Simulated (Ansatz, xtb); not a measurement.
# ClFH6Si3: which of two isomers lies lower

We compare I, `F[Si]([SiH3])([SiH3])Cl`, a singlet, with II, `F[SiH2][SiH2][SiH2]Cl`, a singlet. Both are isolated molecules in the gas phase, relaxed with r2SCAN-D4/def2-SVP; each stands in its lowest conformer found.

Question: Estimate E(II) − E(I) at the level CCSD(T)/def2-SVP + ΔMP2/def2-TZVPP.

Answer: Calculated at CCSD(T)/def2-SVP + ΔMP2/def2-TZVPP: E(II) − E(I) = +0.058 eV, so structure I lies lower.

The same difference at several levels:

```
                             level            geometry  E(II) − E(I) (eV)  departure from the last row (eV)  job, with rough time for the two
                r2SCAN-D4/def2-SVP  r2SCAN-D4/def2-SVP              +0.098                            +0.040             optimisation, 2.4 min
                       HF/def2-SVP  r2SCAN-D4/def2-SVP              +0.016                            −0.043           part of the CCSD(T) run
                      MP2/def2-SVP  r2SCAN-D4/def2-SVP              +0.042                            −0.017           part of the CCSD(T) run
                  CCSD(T)/def2-SVP  r2SCAN-D4/def2-SVP              +0.052                            −0.006                      single point
CCSD(T)/def2-SVP + ΔMP2/def2-TZVPP  r2SCAN-D4/def2-SVP              +0.058                                                  single point, 78 s
```

As drawn, both hold the same kinds of bond in the same numbers.

HF/def2-SVP finds them nearly level. The largest departure from CCSD(T)/def2-SVP + ΔMP2/def2-TZVPP is that of HF/def2-SVP, 0.043 eV. Levels run at GFN2-xTB geometries aren't shown. The last row adds to CCSD(T) the change of the MP2 difference between the two basis sets, here +0.006 eV.

With thermal terms from frequencies at re-optimised GFN2-xTB minima (ideal gas, soft modes damped towards free rotors, one conformer each, 298.15 K, 1 atm): on the last row, ΔE + ΔZPE = +0.084, ΔH = +0.066, ΔG = +0.102 eV.

The correlated steps freeze 21 core orbitals. Run with Ansatz 0.2.0, xtb 6.7.1; the last row on 2 threads of Intel(R) Xeon(R) Processor @ 2.50GHz (Skylake/Cascade Lake) on a shared host.
